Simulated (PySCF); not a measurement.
**TDDFT excited states: C6H10BP**

Compound: C₆H₁₀BP.
Atom-mapped SMILES: `[BH3-:1][PH2+:2][c:3]1[cH:4][cH:5][cH:6][cH:7][cH:8]1` (hydrogens: H9, H10, H11 on B1; H12, H13 on P2; H14 on C4; H15 on C5; H16 on C6; H17 on C7; H18 on C8)

Cartesian coordinates in Å at the PBE0-D3(BJ)/def2-SVP level; atoms count from 1:
```xyz
18
C6H10BP angstrom
B      2.925    0.628    0.272
P      1.685   -0.771   -0.154
C     -0.085   -0.374   -0.076
C     -0.787   -0.521    1.125
C     -2.124   -0.140    1.202
C     -2.766    0.395    0.086
C     -2.066    0.552   -1.110
C     -0.729    0.172   -1.192
H      2.638    0.925    1.422
H      4.024    0.112    0.137
H      2.666    1.497   -0.548
H      1.809   -1.342   -1.445
H      1.767   -1.944    0.638
H     -0.290   -0.934    2.007
H     -2.668   -0.261    2.142
H     -3.815    0.693    0.149
H     -2.565    0.973   -1.986
H     -0.186    0.303   -2.132
```

Theory: TDDFT PBE0/def2-SVPD, vertical, gas phase, core orbitals frozen in the response (PySCF).

```
state  E (eV)  E (hartree)       f  |μ| (D)  symmetry   main configurations (H = HOMO, L = LUMO)
   S1    5.30       0.1946  0.0012     0.24         –                   H→L+1 (49%), H-1→L (48%)
   S2    5.77       0.2119   0.181     2.88        A′                   H→L (83%), H-1→L+1 (15%)
   S3    6.18       0.2272  0.0025     0.33        A″                   H-3→L (77%), H-2→L (13%)
   S4    6.23       0.2288  0.0083     0.59        A′                   H-2→L (83%), H-3→L (14%)
   S5    6.46       0.2373   0.095     1.97        A″    H→L+1 (34%), H-1→L (22%), H-2→L+1 (16%)
   S6    6.50       0.2387   0.311     3.55        A′  H-1→L+1 (54%), H-4→L (19%), H-3→L+1 (12%)
```

The lowest singlet comes at 234 nm (511 kJ/mol) in the ultraviolet; it is very weak; its leading configuration is HOMO→LUMO+1 (49%). The most intense listed level is S6 at 6.50 eV (191 nm, f = 0.311), 1.20 eV above S1. It is the last of those listed, so stronger ones may follow. Löwdin shares by element: HOMO carbon 36% or more, boron 11%, phosphorus 9% (atoms not listed hold the other 44%); LUMO carbon 63% or more (atoms not listed hold the other 37%). Orbital energies (eV): HOMO-3 -8.33, HOMO-2 -8.33, HOMO-1 -7.92, HOMO -7.67, LUMO -1.18, LUMO+1 -0.92, LUMO+2 0.21. The listed states span 1.20 eV, and the widest gap between neighbours is 0.47 eV (S1 to S2). Weighted by f, the mean energy of these states is 6.26 eV. No computed singlet lies in the visible range (380 to 750 nm); the lowest, at 234 nm, stands 2.03 eV above its violet end (3.26 eV). Symmetry labels in Cs follow from the direction of the transition dipole and are given only for states with f of 0.002 or more. The window holds the lowest 6 singlets.

One conformer stands for the species.
